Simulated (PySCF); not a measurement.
Excitation energy of Cu by level of theory

Cu [Ar] 3d10 4s1 (2S) → Cu [Ar] 3d9 4s2 (2D), as a difference of total energies. Calculation: PySCF 2.14, in aug-cc-pVTZ-PP with ECP10MDF (6s6p5d3f2g, 88 functions); a scalar-relativistic core potential. Correlated levels: valence: 3s2 3p6 frozen. The calculations carry no spin-orbit coupling.

```json
{"method": "UHF", "excitation energy (eV)": "-0.260", "error (eV)": "-1.750"}
{"method": "MP2 (valence)", "excitation energy (eV)": "2.255", "error (eV)": "+0.765"}
{"method": "SCS-MP2 (valence)", "excitation energy (eV)": "1.769", "error (eV)": "+0.279"}
{"method": "CCSD (valence)", "excitation energy (eV)": "1.067", "error (eV)": "-0.423"}
{"method": "CCSD(T) (valence)", "excitation energy (eV)": "1.262", "error (eV)": "-0.228"}
```

Reference: 1.490 eV (measured; NIST levels, between the centres of gravity of the two terms).

Errors of the correlated levels include the incompleteness of this basis and the frozen core.
